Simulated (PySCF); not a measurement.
Diatomic anions of H with the fourth-period p block

PBE0 with double-zeta basis sets in PySCF, for the lowest determinant that a PBE0 search found; no spin–orbit coupling. De refers to high-spin ground-configuration atoms (the charge goes to the atom of lower measured ionisation energy or higher electron affinity, which is not always the lowest computed limit). A positive dipole points towards H; it is taken about the centre of mass and depends on that origin.

```json
{"M": "Ge", "basis": "aug-cc-pVDZ-PP/aug-cc-pVDZ", "charged atom": "Ge−", "state (unpaired electrons)": "triplet (π ↑↑)", "Re (Å)": "1.637", "ωe (cm⁻¹)": "1689", "De (eV)": "2.70", "μ (D)": "-0.72"}
{"M": "As", "basis": "aug-cc-pVDZ-PP/aug-cc-pVDZ", "charged atom": "As−", "state (unpaired electrons)": "doublet (π ↑)", "Re (Å)": "1.552", "ωe (cm⁻¹)": "2047", "De (eV)": "3.04", "μ (D)": "-0.36"}
{"M": "Se", "basis": "def2-SVPD", "charged atom": "Se−", "state (unpaired electrons)": "singlet (closed shell)", "Re (Å)": "1.477", "ωe (cm⁻¹)": "2404", "De (eV)": "3.55", "μ (D)": "0.02"}
{"M": "Br", "basis": "aug-cc-pVDZ/aug-cc-pVDZ-PP", "charged atom": "Br−", "state (unpaired electrons)": "doublet (σ ↑)", "Re (Å)": "2.093", "ωe (cm⁻¹)": "499", "De (eV)": "0.26", "μ (D)": "-2.57"}
```

The shortest bond is that of SeH⁻ (1.477 Å), the longest that of HBr⁻ (2.093 Å). SeH⁻ is bound most strongly (3.55 eV) and HBr⁻ least (0.26 eV).

The rows differ in basis set, which adds steps of its own.

The state changes along the series, so neighbouring rows are not always alike in their bonding.

Weak bonds: HBr⁻. Basis-set superposition, not corrected here, can be much of De in a small basis, most of all at correlated wavefunction levels. Spin–orbit coupling is left out. For an ion De counts to the pair picked by the measured ionisation energies or electron affinities, which need not be the lowest pair at this level. The highest Kohn–Sham level is positive in some of these anions. Much of that is self-interaction error, but it also means that the finite basis helps to hold the extra electron. States were picked by a PBE0 search and need not be the measured ground states.
